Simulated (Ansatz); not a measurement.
CH3Cl, charge +1, doublet, at a GFN2-xTB geometry (a state made from the parent by changing its charge; the spin is typed, not shown lowest); MP2/3-21G (Ansatz, an electronic-structure program).

Input for Ansatz:
Ansatz 0.2 input:
```yaml
crystal:
  periodic: [false, false, false]
  atoms:
    - {symbol: C, position_ang: [-1.08267077, -0.02114820, -0.03195800]}
    - {symbol: Cl, position_ang: [0.64065512, 0.01251415, 0.01891069]}
    - {symbol: H, position_ang: [-1.42859924, -0.67442261, -0.85033520]}
    - {symbol: H, position_ang: [-1.48611056, -0.40516877, 0.91985068]}
    - {symbol: H, position_ang: [-1.48040265, 0.99374007, -0.19924927]}
basis:
  gaussian:
    orbitals: 3-21G.json
total_charge: 1
magnetization: {spin_polarized: true, initial_magnetization: 1}
correlation: {method: mp2}
```
The basis file holds 3-21G in the JSON format of the Basis Set Exchange.

Write the output that Ansatz gives for this input, abridged.


```
Functional definition: HF
325 factors; integrals over basis functions are off by at most 1.1e-3 eV
mean field evaluation 1: about -13503.4968 eV, gradient 1.0e1 eV
mean field evaluation 2: about -13503.6337 eV, gradient 1.0e1 eV
mean field evaluation 4: about -13504.5449 eV, gradient 1.8e0 eV
mean field evaluation 8: about -13504.6720 eV, gradient 1.0e-1 eV
mean field evaluation 16: about -13503.5811 eV, gradient 8.2e0 eV
mean field evaluation 32: about -13504.6722 eV, gradient 9.7e-4 eV
mean field evaluation 64: about -13504.6232 eV, gradient 2.2e0 eV
mean field -13504.67218434 eV, -496.2875489788 hartree, gradient 4.3e-6 eV, S^2 0.753916; 5 other end points of the search recorded, 0 dependent functions left out
6 core orbitals not correlated
reference -13504.67218434 eV, -496.2875489788 hartree; 7, 6 occupied and 15, 16 virtual orbitals, 325 factors
second order -3.42346018 eV of doubles, -0.00000000 eV of singles
Total energy: -13508.09564452 eV, -496.4133588200 hartree
```
